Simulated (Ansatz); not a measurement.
Consider the formal exchange of groups at a Te–C bond: `CC[Te][SiH3]` + ethylene → `C=C[Te][SiH3]` + ethane.

Gas-phase electronic energies from Ansatz, PBE0-D4/def2-TZVP geometries. CCSD(T)/CBS adds triple-zeta CCSD(T) − MP2 to the extrapolated MP2 energy (def2 sets, frozen cores). This one scheme is used for every species. DFT in def2-TZVPP. def2 core potentials past Kr. For Te outer-core shells are correlated without core-valence functions, which leaves a few kJ/mol of doubt a bond. Each species was taken in one conformer, which may not be the lowest.

(1) Is it downhill or uphill in electronic energy at CCSD(T)/CBS, and by how much? (Best estimate.)

(2) What do these levels give: PBE-D4, r2SCAN-D4, ωB97X-V, B2PLYP, PBE, BLYP, BHLYP, RPA@PBE/def2-TZVPP, CCSD(T)/def2-SVP, CCSD/def2-TZVPP, HF/def2-QZVPP, CCSD/CBS(def2)? (Estimate.)

Largest T1 diagnostic among the species: 0.011.

## Answers

(1) Computed: Nearly level: ΔE = -1.7 kJ/mol.

(2) The calculation gave: PBE-D4 -7.7, r2SCAN-D4 -7.1, ωB97X-V -4.7, B2PLYP -6.1, PBE -8.6, BLYP -8.4, BHLYP -5.1, RPA@PBE/def2-TZVPP -2.8, CCSD(T)/def2-SVP -5.0, CCSD/def2-TZVPP -3.2, HF/def2-QZVPP -2.9, CCSD/CBS(def2) -1.2 kJ/mol.

At CCSD(T), def2-SVP lies −3.4 kJ/mol from the extrapolated value and def2-TZVPP −2.0 kJ/mol. From BLYP to BHLYP (50 % exact exchange), in def2-TZVPP and without D4, ΔE moves by +3.3 kJ/mol. Leaving LDA and LC-ωPBE aside and taking each functional with its dispersion term where it has one, the values, not all of them listed here, spread over 4.3 kJ/mol, from B97M-V to ωB97M-V.
